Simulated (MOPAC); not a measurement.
Input file for MOPAC: PM7 on ClF+, 2S+1 = 2, a spin state set in the input, which need not be the lowest, a point of a bond scan (R = 1.417 Å). Charge +1.

```
PM7 1SCF PRECISE CHARGE=1 UHF MS=0.5 THREADS=1
ClF

F      0.00000000 1     0.00000000 1     0.00000000 1
Cl     0.00000000 1     0.00000000 1     1.41724100 1
```

It printed:

```
*******************************************************************************
 **                                                                           **
 **                              MOPAC v23.2.5                                **
 **                                                                           **
 *******************************************************************************
 ** MOPAC's Digital Object Identifier: https://doi.org/10.5281/zenodo.6511958 **
 **                                                                           **
 ** Please cite the open-source release paper for use of this MOPAC version:  **
 ** J. E. Moussa and J. J. P. Stewart (2026)                                  **
 ** MOPAC: An open-source semiempirical molecular orbital program             **
 ** J. Open Source Softw., 11(119), 8025, https://doi.org/10.21105/joss.08025 **
 *******************************************************************************

                              PM7 CALCULATION RESULTS

 *******************************************************************************
 *  PM7        - The PM7 Hamiltonian to be used
 *  UHF        - UNRESTRICTED HARTREE-FOCK CALCULATION
 *
 *
 *
 *                 CHARGE ON SYSTEM = +1
 *
 *
 *
 *  MS=        - IN MECI, MAGNETIC COMPONENT OF SPIN =  0.5
 *  PRECISE    - TIGHTER CRITERIA TO BE USED
 *  1SCF       - DO 1 SCF AND THEN STOP
 *  THREADS=1  - MULTI-THREADING NOT USED
 *  T=         - A TIME OF 172800.0 SECONDS REQUESTED
 *  DUMP=N     - RESTART FILE WRITTEN EVERY 7200.0 SECONDS REQUESTED
 *******************************************************************************
PM7 1SCF PRECISE CHARGE=1 UHF MS=0.5 THREADS=1
 ClF

   ATOM   CHEMICAL          X               Y               Z
  NUMBER   SYMBOL      (ANGSTROMS)     (ANGSTROMS)     (ANGSTROMS)

     1       F          0.00000000  *   0.00000000  *   0.00000000  *
     2      Cl          0.00000000  *   0.00000000  *   1.41724100  *



          CARTESIAN COORDINATES

    NO.       ATOM           X           Y           Z

     1         F          0.0000      0.0000      0.0000
     2        Cl          0.0000      0.0000      1.4172

 General Reference for PM7:
 "Optimization of Parameters for Semiempirical Methods VI: More Modifications to the
 NDDO Approximations and Re-optimization of Parameters", J. J. P. Stewart, J. Mol. Mod., 1:32, 19 (2013)
 https://link.springer.com/article/10.1007/s00894-012-1667-x

           Empirical Formula: F Cl  =     2 atoms



      MOLECULAR POINT GROUP   :   C*v


          UHF CALCULATION, NO. OF ALPHA ELECTRONS =    7
                           NO. OF BETA  ELECTRONS =    6

 -------------------------------------------------------------------------------
 PM7 1SCF PRECISE CHARGE=1 UHF MS=0.5 THREADS=1
 ClF



     1SCF WAS SPECIFIED, SO BFGS WAS NOT USED
     SCF FIELD WAS ACHIEVED


                              PM7 CALCULATION
                                                       MOPAC v23.2.5 Linux




          FINAL HEAT OF FORMATION =        264.66275 KCAL/MOL =    1107.34894 KJ/MOL


          COSMO AREA              =         62.26 SQUARE ANGSTROMS
          COSMO VOLUME            =         44.75 CUBIC ANGSTROMS

          IONIZATION POTENTIAL    =         19.147786 EV
          ALPHA SOMO LUMO (EV)    =        -19.359 -7.596
          BETA  SOMO LUMO (EV)    =        -19.148-11.373
          NO. OF ALPHA ELECTRONS  =          7
          NO. OF BETA  ELECTRONS  =          6
          MOLECULAR WEIGHT        =         54.4514         POINT GROUP:  C*v

          MOLECULAR DIMENSIONS (Angstroms)

            Atom       Atom       Distance
           Cl     2    F     1     1.41724
           Cl     2    F     1     0.00000
            F     1   Cl     2     0.00000


          SCF CALCULATIONS        =          1





   ATOM   CHEMICAL          X               Y               Z
  NUMBER   SYMBOL      (ANGSTROMS)     (ANGSTROMS)     (ANGSTROMS)

     1       F          0.00000000  *   0.00000000  *   0.00000000  *
     2      Cl          0.00000000  *   0.00000000  *   1.41724100  *

                             CARTESIAN COORDINATES

   1    F        0.000000000     0.000000000     0.000000000
   2   Cl        0.000000000     0.000000000     1.417241000


           Empirical Formula: F Cl  =     2 atoms



      MOLECULAR POINT GROUP   :   C*v


          ALPHA EIGENVALUES
 -51.76834 -34.79746 -26.06146 -25.88874 -24.69145 -19.75007 -19.35875  -7.59601
  51.10175  51.17850  51.48834  51.76979  51.96369


           BETA EIGENVALUES
 -51.46890 -31.26039 -26.14955 -25.68084 -23.82226 -19.14779 -11.37337  -7.36768
  51.76424  51.83728  51.89777  52.13458  52.14960


              NET ATOMIC CHARGES AND DIPOLE CONTRIBUTIONS

  ATOM NO.   TYPE          CHARGE      No. of ELECS.   s-Pop       p-Pop       d-Pop
    1          F          -0.033368        7.0334     1.97281     5.06055
    2         Cl           1.033368        5.9666     1.97676     3.97185     0.01801
 DIPOLE           X         Y         Z       TOTAL
 POINT-CHG.     0.000     0.000     2.602     2.602
 HYBRID        -0.000    -0.000    -0.468     0.468
 SUM           -0.000    -0.000     2.134     2.134


          ATOMIC ORBITAL ELECTRON POPULATIONS

     Atom    s        px        py        pz      x^2-y^2     xz        z^2       yz        xy
    1  F   1.97281   1.99615   1.91265   1.15175
    2 Cl   1.97676   1.99999   1.08315   0.88871   0.00010   0.00386   0.00986   0.00420   0.00000


                    (SZ)    =    0.500000
                    (S**2)  =    0.751719


          ATOMIC ORBITAL SPIN POPULATIONS

    Atom   Total    s     px     py     pz   x^2-y^2  xz     z^2    yz     xy
         Atomic
    1  F  0.0757  0.001 -0.000  0.083 -0.009
    2 Cl  0.9243  0.008 -0.000  0.917 -0.000 -0.000  0.000  0.000 -0.000 -0.000

 **********************
 *                    *
 * JOB ENDED NORMALLY *
 *                    *
 **********************




 == MOPAC DONE ==
```

The run finished.

Cost: roughly 0.03 core-seconds.
